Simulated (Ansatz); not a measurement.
TiAl, multiplicity 6 (lowest of 2S+1 = 2, 4, 6 at CCSD(T)/def2-TZVPP on PBE0 minima; our sources give no spin for the ground state, which may be another), most abundant isotopes (47.9479 and 26.9815 u). Constants from fifth-degree fits in 1/R to seven points on the lowest solution found; no spin–orbit coupling, no relativity up to Kr; ω_e x_e and α_e move by some per cent with the fit.

Correlated levels freeze the inner cores; with def2 sets outer-core shells near the valence are correlated too.

Programs: Ansatz (Gaussian basis) for Hartree–Fock, density functionals and correlated methods. Each number belongs to the level named beside it.

```tsv
level	r_e (Å)	ω_e (cm⁻¹)	ω_e x_e (cm⁻¹)	α_e (cm⁻¹)
PBE/def2-TZVPP	2.5358	302.1	1.39	0.000911
CCSD(T)/def2-TZVPP	2.5015	333.0	1.46	0.000809
```

Q: Derive the rotational constants, the centrifugal constant, the fundamental, the zero-point energy and the force constant.

A: 
μ = 17.26569 u.
- PBE/def2-TZVPP: B_e = 16.8576/(μ r_e²) = 0.15184 cm⁻¹; B₀ = B_e − α_e/2 = 0.15138 cm⁻¹; D = 4B_e³/ω_e² = 1.53e-07 cm⁻¹; fundamental ω_e − 2ω_e x_e = 299 cm⁻¹; zero-point energy ω_e/2 − ω_e x_e/4 = 151 cm⁻¹; k = μ(2πcω_e)² = 92.8 N/m
- CCSD(T)/def2-TZVPP: B_e = 16.8576/(μ r_e²) = 0.15603 cm⁻¹; B₀ = B_e − α_e/2 = 0.15562 cm⁻¹; D = 4B_e³/ω_e² = 1.37e-07 cm⁻¹; fundamental ω_e − 2ω_e x_e = 330 cm⁻¹; zero-point energy ω_e/2 − ω_e x_e/4 = 166 cm⁻¹; k = μ(2πcω_e)² = 113 N/m

Doubts at one or more of the structures used: T1 above 0.05 (CCSD(T)/def2-TZVPP).

Ansatz is a first-principles code.
